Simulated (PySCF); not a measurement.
Species: C4H5FSi.
SMILES: `FC1=CC=C[SiH2]1`

Linear response at CAM-B3LYP/def2-SVPD (PySCF, frozen core in the response, non-relativistic). Isolated species at its PBE0-D3(BJ)/def2-SVP geometry, gas phase.

Static isotropic polarisability: 70.09 au (10.39 Å³), principal values 51.2, 74.6, 84.5 au.

Task: What is the polarisability at 1064 nm and at the sodium D line?

Result: 70.90 au at 1064 nm (+1.2 %), 72.93 au at 589.3 nm (+4.1 %). The rise at 589.3 nm is 3.50 times that at 1064 nm; a pure ω² law gives 3.26. The lowest singlet lies at 289 nm, shorter than both wavelengths.

Task: What is the isotropic C6 coefficient between two such molecules, C6 = (3/π)∫α(iω)² dω?

Result: 1834 au (Eh·bohr⁶) by a ten-point quadrature over imaginary frequencies, which is 1100 eV·Å⁶ or 106 J·nm⁶/mol.

Task: Which effective excitation energy ω̄ makes London's formula C6 = (3/4)α²ω̄ exact here?

Result: ω̄ = 4·C6/(3α²) = 0.498 Eh = 13.5 eV. A one-pole form α(ω) = α/(1 − ω²/ω̄²) fitted to the 1064 nm value gives 10.9 eV.

Task: The lowest 6 singlets have (eV, f): 4.29, 0.054; 5.79, 0.000; 6.17, 0.008; 6.39, 0.000; 6.59, 0.005; 6.78, 0.040. What share of the static polarisability do they carry in the sum over states α = Σ f/ω²?

Result: 3.06 au, 4.4 % of α; the largest term, 2.16 au, is that of the state at 4.29 eV. Their oscillator strengths add up to 0.11. Higher states carry the rest.

Task: What molar refraction at the D line follows from R = (4π/3)·N_A·α′, with α′ the polarisability volume?

Result: α′ = 10.81 Å³ gives R = 27.26 cm³/mol, for isolated, non-vibrating species.

Task: What three-body coefficient follows from the one-pole estimate C9 = (3/4)·α·C6?

Result: 96400 au. This is an estimate from the two numbers above, not a computed integral.

Rough CPU time on one thread of a shared machine: about 50 s. This is the whole response run at CAM-B3LYP/def2-SVPD, SCF included.
